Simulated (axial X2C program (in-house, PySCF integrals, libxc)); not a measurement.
## Photoelectron levels of InSe⁻ by EOM-IP-CCSD

Computed with an in-house all-electron X2C program for linear molecules (integrals from PySCF): two-component X2C with atomic mean-field Coulomb and Gaunt terms, Gaussian nuclei, basis In dyall-acv3z, Se dyall-acv3z with contracted cores.

R = 2.350 Å (0.960 times 2.448 Å, the PBE0 minimum at charge -1 for the lowest determinant).

Vertical detachment energies of InSe⁻ to the states of InSe:

```json
{"Ω of InSe": "1/2", "vertical detachment energy (eV)": "2.591", "above lowest (cm⁻¹)": "0", "ionised spinor": "35% Se pσ, 35% In pσ, 20% In sσ", "one-hole weight": "0.95"}
{"Ω of InSe": "3/2", "vertical detachment energy (eV)": "2.909", "above lowest (cm⁻¹)": "2563", "ionised spinor": "76% Se pπ, 13% In pπ, 7% In dπ", "one-hole weight": "0.93"}
{"Ω of InSe": "1/2", "vertical detachment energy (eV)": "3.125", "above lowest (cm⁻¹)": "4310", "ionised spinor": "75% Se pπ, 12% In pπ, 7% In dπ", "one-hole weight": "0.93"}
{"Ω of InSe": "1/2", "vertical detachment energy (eV)": "6.347", "above lowest (cm⁻¹)": "30299", "ionised spinor": "45% In sσ, 43% Se pσ", "one-hole weight": "0.84"}
```

Q: Take the first Ω = 1/2 and Ω = 3/2 rows of π character: how far apart are they, and which lies lower?

A: E(3/2) − E(1/2) = 2563 − 4310 = -1747 cm⁻¹ at EOM-IP-CCSD: inverted, Ω = 3/2 lower. Splittings at this level can be off by ten to twenty per cent.

This point took 22 s on 1 thread of Arm Neoverse V1, with other jobs on the host.

Reference electrons by ω block (each with its −ω partner): 1/2: 27, 3/2: 12, 5/2: 3. 20 electrons of InSe⁻ correlated (inner shells frozen), 82 natural virtual spinors (a truncated set); levels can be off by some tenths of an eV. Roots sought by Ω: (1/2: 4, 3/2: 3, 5/2: 1); the list ends where they run out and leaves out roots under 60 % one-particle weight. The solver can skip a root, and states that need a further excitation, which the method places far too high, are missing though they may lie low or lowest. T1 of the reference 0.017 (Lee–Taylor). Number of frozen shells: In 4 s, 3 p, 1 d; Se 3 s, 2 p, 1 d.
